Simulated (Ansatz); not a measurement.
stibine (H3Sb), singlet, geometry from GFN2-xTB (core potentials on Sb); PBE0/def2-QZVP in Ansatz (a program for electronic structure).

Ansatz was given this input:
Ansatz 0.2 input:
```yaml
crystal:
  periodic: [false, false, false]
  atoms:
    - {symbol: Sb, position_ang: [-0.00127204, -0.00020328, 0.05505928]}
    - {symbol: H, position_ang: [-0.86470800, -1.02953603, -0.96029863]}
    - {symbol: H, position_ang: [-0.42963901, 1.28781420, -0.94169143]}
    - {symbol: H, position_ang: [1.35922110, -0.24791083, -0.90603314]}
basis:
  gaussian:
    orbitals: def2-QZVP.json
hamiltonian:
  xc: pbe0
```
The basis file holds def2-QZVP in the JSON format of the Basis Set Exchange.

The log (banner, timings and long lists left out):

```
Functional definition: PBE0
644 factors; their error is unknown
mean field evaluation 1: about -6585.6558 eV, gradient 1.1e1 eV
mean field evaluation 2: about -6585.7714 eV, gradient 1.1e1 eV
mean field evaluation 4: about -6585.9728 eV, gradient 2.9e-1 eV
mean field evaluation 8: about -6586.0166 eV, gradient 1.5e-2 eV
mean field -6586.01664360 eV, -242.0316474899 hartree, gradient 2.9e-5 eV, S^2 0.000000; 0 other end points of the search recorded, 0 dependent functions left out
reference -6586.01667541 eV, -242.0316486588 hartree; 13, 13 occupied and 159, 159 virtual orbitals, 644 factors
Total energy: -6586.01667541 eV, -242.0316486588 hartree
```
